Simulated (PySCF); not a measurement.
A GIAO shielding run with PySCF 2.14.0 with density-fitted response routines (density fitting, non-relativistic, gas phase) on `InChI=1S/C7H14P/c1-5-8-6-7(2,3)4/h5H,1,6H2,2-4H3/q-1`:

```
$ OMP_NUM_THREADS=1 python probes_run.py task.json out

{"job": {"kind": "nmr", "xc": "PBE0", "basis": "pcSseg-1"}, "charge": -1, "multiplicity": 1}
C      3.816212    -0.401990     0.207462
C      2.540976    -0.157401     0.552729
P      1.291065    -1.361130     0.878336
C     -0.171050    -0.197439     1.132914
C     -1.051289     0.073144    -0.097423
C     -0.222467     0.725767    -1.201205
C     -1.616057    -1.250232    -0.608927
C     -2.205673     1.004613     0.294378
H      4.186315    -1.405484     0.071109
H      4.527813     0.401267     0.061728
H      2.232731     0.880529     0.672494
H      0.201788     0.749379     1.537258
H     -0.794918    -0.660114     1.906783
H      0.648568     0.103324    -1.395526
H     -0.802939     0.833566    -2.119023
H      0.123724     1.710709    -0.890462
H     -0.784420    -1.929248    -0.784978
H     -2.178459    -1.112797    -1.534003
H     -2.269563    -1.699770     0.137747
H     -2.821019     0.547792     1.069015
H     -2.838348     1.215065    -0.569595
H     -1.823399     1.949835     0.678340
```

Hardware: 1 thread of an AMD EPYC 7B13, shared host. The job also computes population analyses, field gradients.

**Question.** How large is the calculation?

**Answer.** 72 electrons, 213 basis functions and 1122 auxiliary functions.

**Question.** How long does it take, and how much memory does it need?

**Answer.** 37 s of wall time, with 14 SCF cycles and 5 response iterations; peak memory 1 GiB. Times on a shared host scatter by some tens of per cent.
